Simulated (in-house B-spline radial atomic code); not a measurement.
RPA and G0W0 for I6+, [Kr] 4d10 5s1, highest spin, as one setting changes: the share of exact exchange in the PBE hybrid start. A dash marks a level of low quasi-particle weight. Computed with an all-electron radial atomic-structure program (B-spline basis): all electrons, scalar-relativistic (spin-free one-electron X2C), finite nucleus, each spin shell either full or empty, empty states to l = 9 with an (l + 1/2)⁻⁴ tail; G0W0 by contour deformation at full frequency.

```tsv
share of exact exchange in the PBE hybrid start	mean-field level (eV)	G0W0 level (eV)	RPA correlation (Eh)
0	-82.33	5s up -88.53	-3.7974
0.1	-82.79	5s up -88.48	-3.7671
0.2	?	?	?
0.3	?	?	?
0.4	-84.16	5s up -88.33	-3.6811
0.5	-84.61	5s up -88.29	-3.6539
0.6	-85.06	5s up -88.24	-3.6274
0.7	-85.51	5s up -88.19	-3.6016
0.8	-85.96	5s up -88.15	-3.5764
0.9	-86.41	5s up -88.11	-3.5517
1	-86.86	5s up -88.06	-3.5276
```

Question: What belongs in the row for 0.2?

Answer: mean-field level (eV): -83.24; G0W0 level (eV): 5s up -88.43; RPA correlation (Eh): -3.7376.

Question: What belongs in the row for 0.3?

Answer: mean-field level (eV): -83.70; G0W0 level (eV): 5s up -88.38; RPA correlation (Eh): -3.709.
